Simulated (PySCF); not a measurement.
BCl₃H₂O₂Si, SMILES OB(O)[Si](Cl)(Cl)Cl.

Geometry: B3LYP-D3(BJ)/def2-SVP. The structure was generated by enumeration, and PubChem lists no compound with its InChIKey, so it may never have been made. Other conformers were not sampled.

Vertical ionisation energy (IE) and electron affinity (EA) in eV. Rows of orbital energies are one-electron estimates. Where ΔSCF, EOM or ADC give a negative EA the extra electron is unbound and the value depends on the basis.

| level | IE | EA |
|---|---|---|
| −ε(HOMO), −ε(LUMO), B3LYP/def2-TZVP (PySCF) | 8.49 | 1.29 |
| −ε(HOMO), −ε(LUMO), PBE/def2-TZVP (PySCF) | 7.36 | 1.99 |
